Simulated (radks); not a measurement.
Results of a calculation; reference values are marked as such.
Species: Cr4+. Configuration: [Ar] 3d1.75 4p0.25 (fractional occupations, a model configuration).

Code: a radial shooting solver on a logarithmic mesh with Libxc functionals. Model: Dirac Kohn-Sham, exchange-only B88, spin-unpolarised, spherical densities, finite nucleus; open shells are shared between the two j in proportion to 2j + 1; Fermi nuclear charge, rms radius 3.6452 fm.

Energy parts (hartree):
total: -1045.92876
kinetic: 1059.18954
electron-nucleus: -2452.94765
Hartree: 393.97037
exchange: -46.14102

Orbitals (lengths in bohr, moments of r in powers of bohr; <r^-3> diverges for s and p1/2):
orbital       occ.  eigenvalue (hartree)  <r^-3>   <1/r>
1s1/2            2             -218.4616       -   23.88
2s1/2            2             -26.89291       -   5.066
2p1/2            2             -23.19444       -   5.007
2p3/2            4             -22.87668   354.4   4.931
3s1/2            2              -4.91294       -   1.622
3p1/2            2              -3.86437       -   1.512
3p3/2            4              -3.82261   46.88   1.496
3d3/2          0.7              -2.16836   4.629   1.250
3d5/2         1.05              -2.16359   4.571   1.246
4p1/2    0.0833333              -1.24006       -  0.5439
4p3/2     0.166667              -1.23325   7.673  0.5403

The highest occupied level is 4p3/2 at -33.558 eV. The density falls to 0.001 e/bohr^3 at r = 2.95 bohr. Summed over all electrons, <r^2> = 12.22 bohr^2, which gives a Langevin (diamagnetic) susceptibility term of -9.68 x 10^-6 cm^3/mol.
